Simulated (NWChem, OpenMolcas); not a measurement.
## How basis sets differ on CH4F2OSi (SMILES C[Si](O)(F)F)

CH4F2OSi: 9 atoms, total charge 0, spin state singlet. As SMILES, `C[Si](O)(F)F`. The shape is that of a PBE0-D4/def2-TZVP optimisation. This is one conformer, not always the lowest.

Quantity: the HOMO–LUMO gap, in eV. The values are calculated.

| level | kind | program | value (eV) | CPU time |
| --- | --- | --- | --- | --- |
| HF/ANO-L-MB | Hartree–Fock | OpenMolcas | 21.81 | 3.8 s |
| HF/ANO-RCC-MB (DKH2) | Hartree–Fock | OpenMolcas | 21.92 | 2.5 s |
| HF/STO-3G | Hartree–Fock | OpenMolcas | 23.02 | 4.2 s |
| HF/3-21G | Hartree–Fock | OpenMolcas | 19.49 | 4.3 s |
| HF/cc-pVDZ | Hartree–Fock | NWChem | 18.21 | 2.4 min |

The values span 18.21 to 23.02 eV. A Hartree–Fock LUMO above zero doesn't converge with the basis: it sinks as sets grow more diffuse. Orbital gaps aren't excitation energies. Times are those of the runs behind each value, whatever else they computed, on shared processors of several kinds: orders of magnitude only.
